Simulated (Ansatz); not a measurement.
Consider the substitution at a C–Si bond: `C[SiH2]O[SiH2]F` + `[F][AlH][NH][SiH3]` → `C[N]([SiH3])[AlH][F]` + `F[SiH2]O[SiH3]`.

Isolated molecules relaxed with PBE0-D4/def2-TZVP in Ansatz; ΔE leaves out vibrations. CBS: MP2 limit from def2 TZ/QZ plus the TZ coupled-cluster correction, frozen cores. DFT in def2-TZVPP. Each species was taken in one conformer, which may not be the lowest.

| level | ΔE (kJ/mol) |
| --- | --- |
| r2SCAN-D4 | 102.1 |
| CCSD/CBS(def2) | 100.1 |

(1) What does CCSD(T)/CBS give? (Best estimate.)

Largest T1 diagnostic among the species: 0.012.

## Answers

(1) The calculation gave: +99.3 kJ/mol. The listed levels differ from it by 2.8, 0.8 kJ/mol.
